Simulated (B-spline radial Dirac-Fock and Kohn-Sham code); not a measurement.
## Anomalous scattering factors of Si, 1.405 keV to 9.2517 keV

These are calculated numbers from a B-spline atomic structure program; the model is the dispersion relation over Dirac-Hartree-Slater subshell photoionisation cross sections, with the Kissel-Pratt high-energy constant (isolated atom, no bound-bound lines or fine structure). The forward scattering factor is f₀ + f′ + i f″.

Input file task.json (cfg lists n, l and occupation; rrms is the nuclear radius in fm):

```json
{"items": [{
  "Z": 14,
  "q": 0,
  "cfg": [[1, 0, 2], [2, 0, 2], [2, 1, 6], [3, 0, 2], [3, 1, 2]],
  "A": 28,
  "rrms": 3.1224,
  "do": "dispersion",
  "hv": [607.6, 763.0, 812.4, 922.3, 940.2, 1000.0, 1023.0, 1111.0, 1123.0, 1233.0, 1253.6, 1318.0, 1405.0, 1486.9, 1900.0, 2000.0, 2984.4, 3051.0, 4000.0, 4510.9, 5414.7, 6000.0, 6403.9, 6930.3, 7005.0, 7309.0, 8047.8, 9251.7, 12000.0, 14770.0, 15000.0, 16490.0, 17479.3, 17490.0, 18410.0, 22162.9, 24209.8, 28100.0, 30000.0, 34380.0, 35600.0, 36990.0, 40000.0, 45110.0],
  "edges": {"K": 1839.0, "L1": 149.7, "L2": 99.8, "L3": 99.2}
}]}
```

Command: `python xray2_run.py task.json out`

Edges near this range: K 1839.0 eV.

```
hν (eV)  λ (Å)  f′ (e)  f″ (e)  tabulated f′  tabulated f″
   1405  8.824  -1.771   0.591         -1.76          0.54
 1486.9  8.338  -1.957   0.538         -1.97          0.49
   1900  6.525  -3.402   4.050         -3.19          3.98
   2000  6.199  -2.022   3.761         -1.95          3.74
 2984.4  4.154   0.163   1.996          0.16          1.96
   3051  4.064   0.196   1.925          0.20          1.89
   4000  3.100       ?       ?             ?             ?
 4510.9  2.749   0.395   0.986          0.39          0.95
 5414.7  2.290   0.371   0.710          0.37          0.68
   6000  2.066   0.346   0.588          0.34          0.56
 6403.9  1.936   0.328   0.521          0.32          0.50
 6930.3  1.789   0.304   0.449          0.30          0.43
   7005  1.770   0.301   0.440          0.30          0.43
   7309  1.696   0.289   0.406          0.28          0.39
 8047.8  1.541   0.260   0.338          0.26          0.33
 9251.7  1.340   0.220   0.259          0.22          0.25
```

Question: What are f′ and f″ at 4000 eV?

Answer: f′ = 0.385 and f″ = 1.217 electrons (tables: 0.38 and 1.18). By the optical theorem f″ corresponds to a photoabsorption cross section 2 rₑ λ f″ = 21300 b.

Tabulated f′: xraylib 4.2 anomalous scattering factors (Cullen et al., EPDL97); f″: Chantler's tables (J. Phys. Chem. Ref. Data 1995 and 2000). Both are theoretical tables.
